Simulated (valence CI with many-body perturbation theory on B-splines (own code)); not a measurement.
E1 line list for Xe²²⁺

Method: configuration interaction combined with many-body perturbation theory (CI+MBPT): four valence electrons over a frozen Dirac-Fock core [Ar] 3d10, radial functions for each j: 11 s, 11 p, 10 d, 8 f, 5 g, 2 h, with the one-electron correlation potential Σ1 (screened to all orders), the two-electron term Σ2, the three-electron term Σ3, Breit, model QED; selected single and double excitations, second order for the rest, scaled by the run's own slope (own B-spline code, finite nucleus).

No measured levels were compared; by estimate levels hold to about 250 cm⁻¹ or 0.2 % of their energy and the worst to 1 %, as in measured heavy ions of charge 2 to 7; those with d or f electrons hold less well. Among the levels kept, up to 470 cm⁻¹ of a level comes from second order outside the variational space, and about a tenth of that is noise between levels of different J, which matters for small intervals.

Lines 1 to 50 of 568 in falling wavelength, among levels below 2159700 cm⁻¹, chosen from the strongest by gf and those to the six lowest levels. Wavelengths and rates use the calculated energies, so an error of 2000 cm⁻¹ moves a line at 411.7 Å by 0.82 % and its rate by three times that or more. Electric multipoles are in the length gauge, E1 and E2 with the static RPA response of the core. Weak lines are less certain than strong ones. Lines between different terms over intervals too small for the method are left out, as are lines whose strength nearly cancels. Where a level lies close to another of its J and parity, the split of strength between their lines is uncertain. The highest levels of a list are the least certain.

Levels are named by their leading jj configuration (3d3/2^4 stands for four electrons in 3d with j = 3/2), which in mixed levels can hold well under half, so a name can repeat and another be missing. Letters in brackets count levels of one name in rising energy.

```
λ vac (Å)                          Upper                           Lower   A (s⁻¹)  log gf  Branch %
    411.7         (4s 4p1/2^2 4p3/2) J=2              (4s^2 4p3/2^2) J=2  2.71e+07   -2.46       0.8
    372.6         (4s 4p1/2^2 4p3/2) J=1              (4s^2 4p3/2^2) J=0  3.53e+07   -2.66       0.1
    316.7         (4s 4p1/2^2 4p3/2) J=1              (4s^2 4p3/2^2) J=2  2.62e+08   -1.93       0.8
    278.8     (4s 4p1/2 4p3/2^2) J=2 [a]              (4s^2 4p3/2^2) J=2  2.73e+08   -1.80       2.9
    271.3      (4p1/2 4p3/2^2 4d5/2) J=5      (4s 4p3/2^2 4d5/2) J=4 [b]  5.16e+09   -0.20      14.6
    269.0         (4s 4p1/2^2 4p3/2) J=2          (4s^2 4p1/2 4p3/2) J=2  1.28e+09   -1.16      38.1
    267.2     (4s 4p1/2 4p3/2 4d5/2) J=5          (4s^2 4p3/2 4d5/2) J=4  2.11e+09   -0.60     100.0
    261.5  (4p1/2 4p3/2^2 4d5/2) J=4 [b]      (4s 4p3/2^2 4d5/2) J=3 [a]  3.20e+09   -0.53       6.9
    256.2      (4p1/2^2 4p3/2 4d5/2) J=3  (4s 4p1/2 4p3/2 4d5/2) J=3 [e]  3.91e+09   -0.57       5.0
    255.4         (4s 4p1/2^2 4p3/2) J=2          (4s^2 4p1/2 4p3/2) J=1  2.05e+09   -1.00      61.0
    254.8         (4s 4p1/2 4p3/2^2) J=3              (4s^2 4p3/2^2) J=2  3.36e+09   -0.64      38.8
    250.5      (4p1/2^2 4p3/2 4d5/2) J=4  (4s 4p1/2 4p3/2 4d5/2) J=3 [c]  3.37e+09   -0.54       5.3
    248.8     (4s 4p1/2 4p3/2^2) J=1 [a]              (4s^2 4p3/2^2) J=0  1.19e+09   -1.48       2.5
    245.5      (4p1/2^2 4p3/2 4d5/2) J=4  (4s 4p1/2 4p3/2 4d5/2) J=4 [c]  2.87e+09   -0.63       4.5
    244.6      (4p1/2^2 4p3/2 4d3/2) J=2  (4s 4p1/2 4p3/2 4d3/2) J=2 [c]  7.75e+09   -0.46      15.2
    243.7          (4p1/2^2 4p3/2^2) J=2      (4s 4p1/2 4p3/2^2) J=2 [b]  4.75e+09   -0.67       9.1
    235.7  (4p1/2 4p3/2^2 4d5/2) J=2 [a]      (4s 4p3/2^2 4d5/2) J=3 [b]  5.01e+09   -0.68       6.2
    232.2            (4p1/2 4p3/2^3) J=2                (4s 4p3/2^3) J=2  5.98e+09   -0.62      13.5
    227.4  (4p1/2 4p3/2^2 4d3/2) J=1 [c]      (4s 4p3/2^2 4d3/2) J=2 [d]  8.44e+09   -0.71       2.4
    224.9         (4s 4p1/2^2 4p3/2) J=1          (4s^2 4p1/2 4p3/2) J=2  4.11e+09   -1.03      12.3
    222.6     (4s 4p1/2 4p3/2^2) J=1 [a]              (4s^2 4p3/2^2) J=2  5.75e+08   -1.89       1.2
    222.4     (4s 4p1/2 4p3/2^2) J=1 [b]              (4s^2 4p3/2^2) J=0  2.75e+09   -1.21       1.7
    222.1  (4p1/2 4p3/2^2 4d5/2) J=4 [a]          (4s 4p3/2^2 4d5/2) J=5  9.33e+09   -0.21      18.4
    220.9  (4p1/2 4p3/2^2 4d5/2) J=3 [a]      (4s 4p3/2^2 4d5/2) J=4 [a]  8.22e+09   -0.38      12.0
    220.4     (4s 4p1/2 4p3/2^2) J=2 [b]              (4s^2 4p3/2^2) J=2  2.62e+09   -1.02       6.5
    219.6      (4p1/2^2 4p3/2 4d5/2) J=3  (4s 4p1/2 4p3/2 4d5/2) J=4 [b]  9.63e+09   -0.31      12.3
    217.9  (4p1/2 4p3/2^2 4d3/2) J=3 [b]          (4s 4p3/2^2 4d3/2) J=4  7.59e+09   -0.42       2.6
    215.3         (4s 4p1/2^2 4p3/2) J=1          (4s^2 4p1/2 4p3/2) J=1  4.07e+08   -2.07       1.2
    214.7      (4p1/2 4p3/2^2 4d5/2) J=5          (4s 4p3/2^2 4d5/2) J=5  1.12e+10   -0.07      31.8
    212.2  (4p1/2 4p3/2^2 4d5/2) J=4 [b]      (4s 4p3/2^2 4d5/2) J=4 [a]  1.39e+10   -0.07      30.1
    212.2      (4p1/2^2 4p3/2 4d5/2) J=2  (4s 4p1/2 4p3/2 4d3/2) J=2 [b]  6.51e+09   -0.66       6.9
    212.0          (4p1/2^2 4p3/2^2) J=2          (4s 4p1/2 4p3/2^2) J=3  1.84e+10   -0.21      35.4
    211.8      (4p1/2^2 4p3/2 4d5/2) J=2  (4s 4p1/2 4p3/2 4d5/2) J=3 [b]  1.36e+10   -0.34      14.4
    205.1     (4s 4p1/2 4p3/2^2) J=2 [a]          (4s^2 4p1/2 4p3/2) J=2  3.40e+08   -1.97       3.6
    204.9  (4p1/2 4p3/2^2 4d3/2) J=2 [c]          (4s 4p3/2^2 4d3/2) J=3  1.05e+10   -0.48       3.6
    204.6            (4p1/2 4p3/2^3) J=1      (4s 4p1/2 4p3/2^2) J=1 [b]  1.12e+10   -0.68      18.6
    204.2  (4p1/2 4p3/2^2 4d5/2) J=4 [a]  (4s 4p1/2 4p3/2 4d5/2) J=3 [d]  6.03e+09   -0.47      11.9
    204.2      (4p1/2^2 4p3/2 4d3/2) J=3      (4s 4p1/2 4p3/2 4d3/2) J=4  1.65e+10   -0.14      26.9
    201.8      (4p1/2^2 4p3/2 4d5/2) J=4      (4s 4p1/2 4p3/2 4d5/2) J=5  2.25e+10    0.09      35.2
    201.3     (4s 4p1/2 4p3/2^2) J=1 [b]              (4s^2 4p3/2^2) J=2  3.01e+09   -1.26       1.8
    201.3  (4p1/2 4p3/2^2 4d5/2) J=4 [a]  (4s 4p1/2 4p3/2 4d5/2) J=3 [c]  6.42e+09   -0.45      12.7
    199.2      (4p1/2^2 4p3/2 4d3/2) J=2  (4s 4p1/2 4p3/2 4d3/2) J=3 [a]  1.48e+10   -0.35      29.1
    198.0            (4p3/2^3 4d3/2) J=3          (4s^2 4p1/2 4f5/2) J=3  6.33e+09   -0.58       2.1
    197.8          (4p1/2^2 4p3/2^2) J=2      (4s 4p1/2 4p3/2^2) J=2 [a]  8.48e+09   -0.60      16.3
    197.8            (4p3/2^3 4d5/2) J=2      (4s 4p3/2^2 4d5/2) J=3 [c]  1.05e+10   -0.51      14.2
    197.1     (4s 4p1/2 4p3/2^2) J=2 [a]          (4s^2 4p1/2 4p3/2) J=1  8.78e+09   -0.59      93.5
    197.1     (4s 4p3/2^2 4d5/2) J=4 [a]          (4s^2 4p3/2 4d5/2) J=4  5.87e+09   -0.51      15.0
    196.7      (4p1/2^2 4p3/2 4d3/2) J=3  (4s 4p1/2 4p3/2 4d5/2) J=4 [a]  5.50e+09   -0.65       9.0
    196.3     (4s 4p3/2^2 4d5/2) J=4 [b]          (4s^2 4p3/2 4d5/2) J=3  4.39e+09   -0.64       6.4
    196.1      (4p1/2 4p3/2^2 4d3/2) J=4  (4s 4p1/2 4p3/2 4d5/2) J=4 [b]  1.02e+10   -0.28      23.8
```

How does gf follow from A for the line at 254.8 Å?

gf = 1.4992 × (2J+1)_upper × A / σ², with σ = 392447 cm⁻¹ and 2J+1 = 7: gf = 0.229.
